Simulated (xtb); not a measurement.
A geometry relaxed with GFN2-xTB in xtb, charge 0, multiplicity 1:

```xyz
11

H      2.6589    -0.5483     0.5128
H      0.2131    -1.4357     0.0758
H     -2.6878     0.8393    -0.1065
H     -0.5553     1.2425    -1.2140
H      1.8795     1.3005     0.2505
H     -2.0275    -0.6973     0.6326
C     -0.6975     0.3684    -0.5916
C     -1.8577     0.1623     0.0037
H      0.8004    -0.8488    -1.4572
C      0.4947    -0.5220    -0.4538
B      1.7792     0.1391     0.1650
```

Question: Write the SMILES of this molecule.

Answer: `BCC=C`
